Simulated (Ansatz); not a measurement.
`[SiH3]N([SiH3])[Si]Br` + `CC(C)(C)Cl` → `Cl[Si]Br` + `CC(C)(C)N([SiH3])[SiH3]`  (formal exchange of groups at the Si–N bond)

Computed with Ansatz on PBE0-D4/def2-TZVP structures; ΔE is electronic, products minus reactants. CBS: MP2 limit from def2 TZ/QZ plus the TZ coupled-cluster correction, frozen cores. Functionals use def2-TZVPP. HSE06 is defined as in plane-wave codes. For Br outer-core shells are correlated without core-valence functions, which leaves a few kJ/mol of doubt a bond. Scalar relativity is left out up to krypton. One conformer a species, not always the lowest.

Q: Is it downhill or uphill in electronic energy at CCSD(T)/CBS, and by how much? (An estimate is asked.)

A: Ansatz gave: Uphill: ΔE = +4.8 kcal/mol.

Q: What do these levels give: PBE-D4, revPBE-D4, HSE06-D4, ωB97M-V, PBE, r2SCAN, r2SCANh, r2SCAN0, BHLYP, CAM-B3LYP, CCSD(T)/def2-TZVPP, MP2/def2-QZVPP? (Best estimate.)

A: The calculation gave: PBE-D4 2.9, revPBE-D4 1.7, HSE06-D4 3.2, ωB97M-V 3.2, PBE 4.1, r2SCAN 4.5, r2SCANh 4.5, r2SCAN0 4.4, BHLYP 5.2, CAM-B3LYP 4.7, CCSD(T)/def2-TZVPP 4.5, MP2/def2-QZVPP 5.4 kcal/mol.

Largest T1 diagnostic among the species: 0.012.

In def2-TZVPP, CCSD(T) changes the Hartree–Fock value by −2.5 kcal/mol (the triples alone add −0.1 kcal/mol) and MP2 by −1.9 kcal/mol. Leaving LDA and LC-ωPBE aside and taking each functional with its dispersion term where it has one, the values, not all of them listed here, spread over 3.7 kcal/mol, from revPBE-D4 to B2PLYP. LDA lies −2.5 kcal/mol from PBE without D4. The D4 term adds −1.7 kcal/mol with B3LYP and −1.2 kcal/mol with PBE0; it sums over pairs of atoms, weighted by their polarisabilities, and B3LYP, whose exchange is more repulsive, gets the larger term.

B3LYP here is the variant with VWN-RPA as its local correlation; programs differ in this.
